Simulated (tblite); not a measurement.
C4H4F2N (doublet state).
Atom-mapped SMILES: `[H]/[N:3]=[C:2]([CH2:1])\[C:4]([F:5])=[CH:6]/[F:7]` (hydrogens: H8, H9 on C1; H10 on N3; H11 on C6)

Structure optimised with GFN2-xTB, isolated species. This method treats the open shell by occupation alone, without spin polarisation.

**Question.** Give the optimised bond lengths and angles.

**Answer.** 
| bond | length (pm) |
| --- | --- |
| C1–C2 | 139.3 |
| C2=N3 | 130.1 |
| C2–C4 | 148.6 |
| C4–F5 | 135.3 |
| C4=C6 | 133.2 |
| C6–F7 | 133.4 |
| C1–H8 | 107.4 |
| C1–H9 | 107.4 |
| N3–H10 | 101.4 |
| C6–H11 | 108.0 |

A selection of angles:
| angle | degrees |
| --- | --- |
| C2–C1–H8 | 122.0 |
| C2–C1–H9 | 118.4 |
| H8–C1–H9 | 119.5 |
| C1–C2–N3 | 118.4 |
| C1–C2–C4 | 117.4 |
| N3–C2–C4 | 124.3 |
| C2–N3–H10 | 115.9 |
| C2–C4–F5 | 115.3 |
| C2–C4–C6 | 129.7 |
| F5–C4–C6 | 115.0 |
| C4–C6–F7 | 123.3 |
| C4–C6–H11 | 123.5 |
| F7–C6–H11 | 113.2 |

Torsions: C1–C2–C4–F5 0° (synperiplanar); C2–C4–C6–F7 0° (synperiplanar); H10–N3–C2–C1 180° (antiperiplanar).

The 7 heavy atoms lie in one plane (0.001 Å rms). C6 (carbon bonded to C, F and H) is planar (angles 123.5°, 123.3° and 113.2°, sum 360.0°, 0.00 Å off the plane of its three neighbours). The C–C distances run from 1.332 Å (C4=C6, drawn double) to 1.486 Å (C2–C4, drawn single), a spread of 0.154 Å. C4 (carbon bonded to 2 C and F) is planar (angles 129.7°, 115.3° and 115.0°, sum 360.0°, 0.00 Å off the plane of its three neighbours). C1 (carbon bonded to C and 2 H) is planar (angles 122.0°, 119.5° and 118.4°, sum 360.0°, 0.00 Å off the plane of its three neighbours). H10 on N3 lies 2.20 Å from F7, 5 bonds away (angle at H 129°; Bondi radii sum to 2.67 Å). Of the pairs four or more bonds apart, those above aside, F5···H8 is among the closest relative to their van der Waals radii: 2.35 Å, 88 % of the sum of Bondi's values.

Point group: Cs (every atom within 0.08 Å of its image). Its GFN2-xTB frequencies are all real (lowest 30 cm⁻¹). Torsions: H–C1–C2–N3 180° and 0°, C1–C2–C4–F5 0°. 3 starts were optimised and ended at 0.00, 0.00 and 0.65 kcal/mol (GFN2-xTB); the lowest of these is shown.

One conformer stands for the species.

The numbers are calculated, not measured.
